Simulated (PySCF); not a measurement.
Re (SMILES [Re]), sextet (core potentials on Re); B3LYP/def2-TZVP (PySCF).

Input for PySCF:
```python
from pyscf import gto, scf, dft

mol = gto.M(
    atom='''
Re    0.000000    0.000000    0.000000
''',
    basis='def2-tzvp',
    ecp={'Re': 'def2-tzvp'},
    charge=0,
    spin=5,
    verbose=3,
)

mf = dft.UKS(mol)
mf.xc = 'b3lyp'
mf.kernel()
mf.analyze()
```

Question: What does PySCF print? Leave out banner, timings and long lists.

Answer: 
```
converged SCF energy = -78.2038875139806  <S^2> = 8.7611909  2S+1 = 6.0037291
**** MO energy ****
                             alpha | beta                alpha | beta
MO #1   energy= -3.27473657284907  | -3.16248697063411  occ= 1 | 1
MO #2   energy= -1.83921465808569  | -1.69712823777818  occ= 1 | 1
MO #3   energy= -1.83921460826794  | -1.69712818722858  occ= 1 | 1
MO #4   energy= -1.83921445375129  | -1.69712802087776  occ= 1 | 1
MO #5   energy= -0.275694807561486 | -0.201645806744212 occ= 1 | 1
MO #6   energy= -0.275694802569444 | -0.0860123515987773 occ= 1 | 0
MO #7   energy= -0.275694549251817 | -0.0860123514155656 occ= 1 | 0
MO #8   energy= -0.275694478612722 | -0.086012332885325 occ= 1 | 0
MO #9   energy= -0.275694413495739 | -0.0860123228495408 occ= 1 | 0
MO #10  energy= -0.254076378533705 | -0.0860123187548078 occ= 1 | 0
MO #11  energy= -0.0301968309312387 | -0.00693772153022146 occ= 0 | 0
MO #12  energy= -0.0301967665935358 | -0.0069376111395155 occ= 0 | 0
MO #13  energy= -0.0301965137121782 | -0.00693758839907005 occ= 0 | 0
MO #14  energy= 0.100400070554002  | 0.124575016836478  occ= 0 | 0
MO #15  energy= 0.227634456668844  | 0.256210159724508  occ= 0 | 0
MO #16  energy= 0.227634458708604  | 0.25621016020484   occ= 0 | 0
MO #17  energy= 0.22763458683218   | 0.25621017853405   occ= 0 | 0
MO #18  energy= 0.227634620464738  | 0.256210186842703  occ= 0 | 0

Dipole moment(X, Y, Z, Debye):  0.00000, -0.00000,  0.00000
```
